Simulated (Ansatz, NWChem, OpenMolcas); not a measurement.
# How basis sets differ on CH6BNO2 (SMILES COB(N)O)

CH6BNO2 has 11 atoms, charge 0, and is taken as a singlet. As SMILES, `COB(N)O`. The coordinates come from a PBE0-D4/def2-TZVP relaxation. This is one conformer, not always the lowest.

Quantity: the HOMO–LUMO gap, in eV. The values are calculated.

```json
{"level": "HF/ANO-R0 (sfX2C)", "kind": "Hartree–Fock", "program": "OpenMolcas", "value (eV)": "16.25", "CPU time": "2.5 s"}
{"level": "HF/STO-3G", "kind": "Hartree–Fock", "program": "Ansatz", "value (eV)": "20.01", "CPU time": "0.31 s"}
{"level": "HF/3-21G", "kind": "Hartree–Fock", "program": "Ansatz", "value (eV)": "17.78", "CPU time": "0.74 s"}
{"level": "HF/6-31G* (spherical functions)", "kind": "Hartree–Fock", "program": "OpenMolcas", "value (eV)": "17.01", "CPU time": "5.2 s"}
{"level": "HF/def2-SVP", "kind": "Hartree–Fock", "program": "NWChem", "value (eV)": "15.79", "CPU time": "17 s"}
```

The values span 15.79 to 20.01 eV. A Hartree–Fock LUMO above zero doesn't converge with the basis: it sinks as sets grow more diffuse. Orbital gaps aren't excitation energies. Times are those of the runs behind each value, whatever else they computed, on shared processors of several kinds: orders of magnitude only.
